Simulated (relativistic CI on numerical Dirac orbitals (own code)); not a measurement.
Calculated at this level of theory: Dirac-Coulomb-Breit CI, separate exchange-only KLI orbitals for each configuration, model QED (radiative potential, 1s self-energy scaled to tabulated hydrogen-like ionisation energies), unscaled Slater integrals (own radial code, finite nucleus).

CI space (outside the closed core 1s2): 2s2 2p6, 2s2 2p5 3s, 2s2 2p5 3p, 2s2 2p5 3d, 2s 2p6 3s, 2s 2p6 3p, 2s 2p6 3d, 2s2 2p5 4s, 2s2 2p5 4p, 2s2 2p5 4d, 2s2 2p5 4f, 2s 2p6 4s, 2s 2p6 4p, 2s 2p6 4d, 2s2 2p4 3s2, 2s 2p6 4f, 2s2 2p5 5s, 2s2 2p5 5p, 2s2 2p4 3s 3p, 2s2 2p5 5d, 2s2 2p5 5f, 2s2 2p5 5g, 2s2 2p4 3p2, 2s2 2p4 3s 3d, 2s2 2p4 3p 3d, 2s 2p5 3s2, 2s2 2p4 3d2, 2s 2p5 3s 3p, 2s 2p6 5s, 2s 2p6 5p, 2s 2p5 3p2, 2s 2p5 3s 3d, 2s 2p6 5d, 2s 2p6 5f, 2s 2p6 5g, 2s 2p5 3p 3d. Levels of other configurations are missing.

At this charge energies of transitions that change n are usually good to better than 1 %, and those within a shell (Δn = 0) to a few per cent.

Outline of the computed level scheme of Tc XXXIV. Lowest level of each configuration: 2s2 2p6 1S_0 at 0.00 eV; 2s2 2p5 3s 3P°_2 at 2509.83 eV; 2s2 2p5 3p 3P_1 at 2576.62 eV; 2s2 2p5 3d 3P°_0 at 2688.66 eV; 2s 2p6 3s 3S_1 at 2863.67 eV; 2s 2p6 3p 3P°_0 at 2931.71 eV; 2s 2p6 3d 3D_1 at 3046.22 eV; 2s2 2p5 4s 3P°_2 at 3418.71 eV; 2s2 2p5 4p 3P_1 at 3446.43 eV.

Some strong electric-dipole decays among the lowest 45 levels: 2s2 2p5 3d 1P°_1 → 2s2 2p6 1S_0 (2.0e+14 s⁻¹); 2s2 2p5 3d 1P°_1 → 2s2 2p6 1S_0 (1.9e+14 s⁻¹); 2s 2p6 3p 1P°_1 → 2s2 2p6 1S_0 (4.0e+13 s⁻¹); 2s 2p6 3p 3P°_1 → 2s2 2p6 1S_0 (1.4e+13 s⁻¹); 2s2 2p5 3s 1P°_1 → 2s2 2p6 1S_0 (1.3e+13 s⁻¹); 2s2 2p5 3s 3P°_1 → 2s2 2p6 1S_0 (9.2e+12 s⁻¹); 2s2 2p5 4s 1P°_1 → 2s2 2p6 1S_0 (4.3e+12 s⁻¹); 2s2 2p5 4p 3P_1 → 2s2 2p5 3s 3P°_2 (4.0e+12 s⁻¹).

LS names give the leading component of a level, which can be under half, so a name can repeat, a term be missing and a line seem to break the LS rules.
